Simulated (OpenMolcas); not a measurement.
Re5+ (d2) in a complex was computed by CASSCF with the d shell active (OpenMolcas, ANO-RCC-VTZP on the metal). Its lowest spin-free states, and all those of the highest spin:

```
2S+1  Degeneracy  E (cm-1)
   3           3       0.0
   1           3      9872
   1           2     10288
   1           1     23355
   3           3     35371
   3           3     44206
   1           3     45708
   1           3     48890
   3           1     71938
   1           2     83275
   1           1     95712
```

Question: Is the site octahedral, tetrahedral or cube-like, axial, or of lower symmetry?

Answer: The states with 2S+1 = 3 have orbital degeneracies 3, 3, 3, 1. Threefold states need a cubic site. For d2 at this spin an octahedron puts the threefold T1 below the threefold T2 and a tetrahedron or cube puts the single A2 below the threefold T2, so the site is octahedral. The run had Re5+ with 6 ligands (fluoride) in octahedral coordination (Oh) at 1.94 Å. A charge of +0.167 e stands 2.6 Å behind each ligand. Ligand basis ANO-RCC-VDZP.

An orbital triplet at a regular site is open to Jahn-Teller coupling, which can distort the site and quench the lowest spin-orbit gaps and is left out. Without dynamic correlation the repulsion within the d shell is too large (B by tens of per cent), so at a given field states of lower spin stand too high. The least metal-like active orbital is 72 % on the metal (Löwdin) and no ligand orbital is active, so the numbers are rough. With metal d orbitals alone the field can be off either way by tens of per cent. Ligand-to-metal charge-transfer states are missing. With no ligand orbital active B as a rule stays too high, so bands that hang on it stand too high and its fall with covalency is understated. The distance lies 3 % over the 1.89 Å that this model takes as the normal distance (a Shannon-type radius plus a fixed donor radius); by an R⁻⁵ law this alone changes a d-shell field by about -12 %. No measured value stands beside these numbers; the geometry was imposed, not optimised, and the real ion may take another.
